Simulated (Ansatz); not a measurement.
Reactions of C$_{4}$H$_{9}$Al, SMILES `C=[CH][Al]([CH3])[CH3]`.

Isolated molecules relaxed with PBE0-D4/def2-TZVP in Ansatz; ΔE leaves out vibrations. CCSD(T)/CBS is the MP2 limit (def2-TZVPP, def2-QZVPP) plus CCSD(T) − MP2 in def2-TZVPP, frozen cores. This one scheme is used for every species. Triplets are unrestricted, without spin–orbit coupling. For Se outer-core shells are correlated without core-valence functions, which leaves a few kJ/mol of doubt a bond. Scalar relativity is left out up to krypton. Each species was taken in one conformer, which may not be the lowest.

Order these by ΔE at CCSD(T)/CBS, lowest first. (Estimate.)
A. `C=[CH][Al]([CH3])[CH3]` + `NC=[Se]` → `CNC=[Se]` + `C=[CH][AlH][CH3]`
B. `C=[CH][Al]([CH3])[CH3]` + H₂ → `[CH3][AlH][CH3]` + `C=C`
C. `C=[CH][Al]([CH3])[CH3]` → `C=[CH][AlH][CH3]` + `[CH2]` (triplet)
D. `C=[CH][Al]([CH3])[CH3]` + `CC(O)S` → `COC(C)S` + `C=[CH][AlH][CH3]`

B (-8.1 kJ/mol), A (+57.4 kJ/mol), D (+72.3 kJ/mol), C (+479.9 kJ/mol).

Largest T1 diagnostic: 0.017, for `NC=[Se]`.
